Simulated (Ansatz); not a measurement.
C3H9ClSi, singlet, at a GFN2-xTB geometry, with bond 8-1 at 1.5 times its length; PBE0/STO-3G run with Ansatz (an electronic-structure program).

Ansatz was given this input:
Ansatz 0.2 input:
```yaml
crystal:
  periodic: [false, false, false]
  atoms:
    - {symbol: C, position_ang: [-0.74978598, 1.59672421, -0.36729719]}
    - {symbol: Si, position_ang: [0.16935212, 0.11507053, 0.39960080]}
    - {symbol: C, position_ang: [1.63470173, -0.41130752, -0.69768298]}
    - {symbol: C, position_ang: [-1.02145525, -1.34456870, 0.68211767]}
    - {symbol: Cl, position_ang: [0.90913523, 0.69442496, 2.21566147]}
    - {symbol: H, position_ang: [-1.16721741, 1.34294873, -1.33670467]}
    - {symbol: H, position_ang: [-1.56785901, 1.92573043, 0.26713269]}
    - {symbol: H, position_ang: [0.24694843, 2.86855373, -0.57723528]}
    - {symbol: H, position_ang: [2.17557152, -1.24608658, -0.26096019]}
    - {symbol: H, position_ang: [1.29949050, -0.71684066, -1.68389433]}
    - {symbol: H, position_ang: [2.34259872, 0.40224793, -0.82832830]}
    - {symbol: H, position_ang: [-1.44967120, -1.69118153, -0.25323206]}
    - {symbol: H, position_ang: [-1.84256222, -1.06385757, 1.33557630]}
    - {symbol: H, position_ang: [-0.51238124, -2.18640934, 1.14272773]}
basis:
  gaussian:
    orbitals: STO-3G
hamiltonian:
  xc: pbe0
scf: {lower_state_search: standard}
magnetization: {spin_polarized: true}
```

It wrote (shortened):

```
Functional definition: PBE0
532 factors; integrals over basis functions are off by at most 2.7e-5 eV
mean field evaluation 1: about -23380.5985 eV, gradient 1.4e1 eV
mean field evaluation 2: about -23381.4280 eV, gradient 9.9e0 eV
mean field evaluation 4: about -23382.1433 eV, gradient 4.8e-1 eV
mean field evaluation 8: about -23382.0640 eV, gradient 2.9e-3 eV
mean field -23382.06398322 eV, -859.2750024510 hartree, gradient 1.2e-5 eV, S^2 0.000000; 0 other end points of the search recorded, 0 dependent functions left out
reference -23382.06400427 eV, -859.2750032249 hartree; 29, 29 occupied and 13, 13 virtual orbitals, 532 factors
Total energy: -23382.06400427 eV, -859.2750032249 hartree
```
